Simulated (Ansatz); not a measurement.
Cost and result for the atomization energy of CH6BFSn (`FC[BH][SnH3]`) (10 atoms, 9 bonds).

Cartesian coordinates in Å:
```
F 0.1496 -0.6884 -1.9284
C 1.0108 -0.9473 -0.8699
B 0.6396 -0.2862 0.4747
Sn -1.1883 1.0092 0.6757
H 1.0730 -2.0393 -0.7387
H 2.0235 -0.6322 -1.1678
H 1.3774 -0.5060 1.3906
H -2.5999 0.1188 0.3120
H -1.1165 2.3315 -0.4029
H -1.3692 1.6399 2.2548
```

Total charge 0; spin multiplicity 1. Correlated methods include outer-core shells of Sn, which these sets cover unevenly. Sn: def2 effective core potential. The geometry is a stationary point of PBE0-D4/def2-TZVP. It is one conformer, not always the lowest. Program: Ansatz. All runs use 4 threads of an Arm Neoverse V1 on a shared host. Times are those of one run each, without the atoms' runs, and a repeat can differ threefold. Electronic energies, without spin–orbit coupling; frozen cores. CCSD(T)/CBS adds CCSD(T) − MP2 in def2-TZVPP to the MP2 limit, and its time is that of the two runs behind it. T1 = 0.013. With those shells the extrapolation isn't a true limit. B3LYP takes the VWN-RPA correlation (the form of Gaussian; ORCA's B3LYP/G).

CCSD(T)/CBS is a level of theory with its own doubt, some kJ/mol a heavy atom from the limit and from the frozen cores, so smaller differences don't rank the functionals.

```
                             level  functions  wall time  atomization (kcal/mol)  difference from CCSD(T)/CBS  per bond
   PBE-D4/def2-TZVPP (with forces)        227        2 s                   748.4                          7.8       0.9
                PBE0-D4/def2-TZVPP        227      2.4 s                   738.6                         -2.0      -0.2
 B3LYP-D4/def2-TZVPP (with forces)        227      3.6 s                   739.9                         -0.7      -0.1
r2SCAN-D4/def2-TZVPP (with forces)        227      4.2 s                   742.3                          1.7       0.2
                 B2PLYP/def2-TZVPP        227      4.5 s                   730.2                        -10.4      -1.1
                ωB97X-V/def2-TZVPP        227      6.5 s                   745.2                          4.6       0.5
  ωB97M-V/def2-TZVPP (with forces)        227      9.5 s                   741.7                          1.1       0.1
                    MP2/def2-QZVPP        433       17 s                   734.3                         -6.3      -0.7
                CCSD(T)/def2-TZVPP        227    2.4 min                   724.0                        -16.6      -1.8
                 CCSD(T)/CBS(def2)          –    2.7 min                   740.6                          0.0       0.0
```

In def2-TZVPP, CCSD(T) changes the Hartree–Fock value by +177.2 kcal/mol (the triples alone add +9.1 kcal/mol) and MP2 by +177.7 kcal/mol; breaking electron pairs costs correlation energy, which Hartree–Fock lacks. From PBE to PBE0 (25 % exact exchange), in def2-TZVPP and without D4, the atomization energy moves by −9.1 kcal/mol: exact exchange takes away binding that semilocal exchange gives to molecules. The D4 term adds +6.6 kcal/mol with B3LYP and +3.5 kcal/mol with PBE0; it sums over pairs of atoms, weighted by their polarisabilities, and B3LYP, whose exchange is more repulsive, gets the larger term.

Spin–orbit coupling would lower the free Sn atoms strongly, and the atomization energy with them, by more than many differences here. For some Ge, Se and Sn compounds the MP2-based and the directly extrapolated limit differ by 10 to 25 kJ/mol.
